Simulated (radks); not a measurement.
Results of a calculation; reference values are marked as such.
Ionisation of the europium ion Eu3+, [Xe] 4f6, to [Xe] 4f5 as the strength of local exchange is varied. Code: a radial shooting solver on a logarithmic mesh with Libxc functionals. Model: scalar-relativistic Kohn-Sham, Slater X-alpha exchange (alpha = 2/3 is LDA exchange), no correlation, spin-polarised, spherical densities, point nucleus; open shells are filled with parallel spins first (spin-orbit coupling, left out, can overturn this in heavy ions).

\begin{tabular}{lrrrrr}
alpha & E(Eu3+) (hartree) & exchange (hartree) & IE (eV) & -e of the level emptied (eV) & <r> of it (bohr) \\ \hline
0.667 & -10829.3925 & -227.8364 & 43.096 & 33.465 (4f) & 0.8685 \\
0.681 & -10834.1932 & -232.7234 & 43.595 & 33.927 (4f) & 0.8656 \\
0.786 & -10870.2675 & -269.5114 & 47.427 & 37.489 (4f) & 0.8447 \\
0.889 & -10905.7725 & -305.8302 & 51.329 & 41.141 (4f) & 0.8260 \\
0.992 & -10941.3939 & -342.3775 & 55.369 & 44.943 (4f) & 0.8088 \\
1.032 & -10955.2588 & -356.6321 & 56.973 & 46.459 (4f) & 0.8025 \\
1.043 & -10959.0746 & -360.5582 & 57.418 & 46.879 (4f) & 0.8008 \\
\end{tabular}

NIST Atomic Spectra Database: 42.9 +/- 0.11 eV (semi-empirical). The central value is not met in this range of alpha. Open shells are spherical and high-spin; term and fine-structure splittings are not resolved. Spin-orbit splitting is averaged out at the scalar-relativistic level. No tabulated value is given for the 4+ ions of Nd, Pm and Eu to Yb, where it belongs to another shell than the one emptied here.
